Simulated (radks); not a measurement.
Spin polarisation of the 3d7 shell in Co. Start: [Ar] 3d(up 3.5, down 3.5) 4s2; electrons of 3d are moved from spin down to spin up, other shells keep equal spins. All-electron calculation, non-relativistic Kohn-Sham, PBE, spin-polarised, spherical densities, point nucleus. Program: a radial shooting solver on a logarithmic mesh with Libxc functionals.

| moment (Bohr magnetons) | E - E(0) (eV) | e(3d up) (eV) | e(3d down) (eV) | 4s down minus up (eV) |
|---|---|---|---|---|
| 0 | 0.000 | -8.510 | -8.510 | 0.000 |
| 0.75 | -0.136 | -8.857 | -8.134 | 0.129 |
| 1.5 | -0.543 | -9.176 | -7.729 | 0.258 |
| 2.25 | -1.220 | -9.464 | -7.296 | 0.389 |
| 3 | -2.169 | -9.721 | -6.833 | 0.522 |

At moment 3 the spin-polarisation energy is -2.169 eV and the 3d exchange splitting 2.889 eV, that is 0.963 eV per Bohr magneton; E = -I m^2/4 would give I = 0.964 eV.
